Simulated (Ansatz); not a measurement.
Sn₁₀O₄H₁₆⁻. The state is a doublet with charge -1. Geometry PBE-D4/def2-SVP; atoms count from 1.

Cartesian coordinates in Å:
```
Sn -2.1651 -0.3990 1.8049
Sn 1.7668 1.8359 0.3694
Sn -1.4946 0.8306 -3.0505
Sn 2.0805 -3.0019 -0.2022
Sn -3.2529 0.3623 -0.7314
Sn -0.0598 2.8594 -1.5627
Sn 0.2164 0.9382 2.5816
Sn -0.9880 -2.9709 2.0131
Sn 3.4415 -0.4200 -0.0553
Sn -0.0817 -1.6792 -1.7326
O 2.9555 3.3378 1.1325
O -2.8279 2.1359 -4.0281
O 1.8910 -2.2582 -2.5487
O 1.1014 -2.7212 2.0319
H -3.2506 -0.4923 3.1939
H 2.4088 4.1469 1.1706
H -3.5180 1.5738 -4.4361
H 2.4463 -1.4628 -2.6856
H -4.2194 1.7279 -0.1841
H -4.4974 -0.8785 -0.8948
H -0.9938 4.0509 -0.6713
H 0.9600 3.8712 -2.5740
H -0.1427 2.0987 3.8413
H 1.1435 -0.2900 3.4661
H 1.3090 -1.8853 2.5109
H -1.2043 -3.7846 3.5541
H 4.7796 -0.1295 1.0433
H 4.1760 -0.1200 -1.6332
H -1.0664 -4.2177 0.8011
H -0.9139 -3.0587 -2.5240
```

In the def2 sets Sn takes a core potential; there is no spin–orbit coupling. Single mean-field runs in def2-TZVP are fitted with def2-universal-jkfit.

Estimate the Mulliken populations of the heavy atoms from the PBE0/def2-TZVP orbitals of Ansatz.


```tsv
atom	charge (e)	spin (α − β)
Sn1	0.02	0.00
Sn2	0.43	0.03
Sn3	0.19	0.14
Sn4	0.30	0.47
Sn5	0.00	-0.01
Sn6	0.00	0.02
Sn7	-0.01	0.00
Sn8	0.41	0.00
Sn9	-0.07	-0.02
Sn10	0.23	0.26
O11	-0.68	0.00
O12	-0.70	0.09
O13	-0.70	0.01
O14	-0.71	0.00
```
Mulliken values and Mayer orders depend strongly on the basis.

Where does the spin sit?

Summed by element: Sn 0.91, O 0.10, H -0.02, of 1 unpaired in all. Largest on single atoms: Sn4 0.47, Sn10 0.26, Sn3 0.14.

And the Mayer bond orders between bonded heavy atoms (over 0.3)?

Sn1–Sn5 0.79 (2.86 Å); Sn1–Sn7 0.85 (2.84 Å); Sn1–Sn8 0.83 (2.84 Å); Sn2–Sn6 0.80 (2.85 Å); Sn2–Sn7 0.79 (2.85 Å); Sn2–Sn9 0.81 (2.84 Å); Sn2–O11 0.84 (2.06 Å); Sn3–Sn5 0.76 (2.95 Å); Sn3–Sn6 0.82 (2.90 Å); Sn3–Sn10 0.49 (3.17 Å); Sn3–O12 0.75 (2.11 Å); Sn4–Sn9 0.83 (2.92 Å); Sn4–Sn10 0.60 (2.96 Å); Sn8–O14 0.65 (2.10 Å); Sn10–O13 0.55 (2.21 Å).
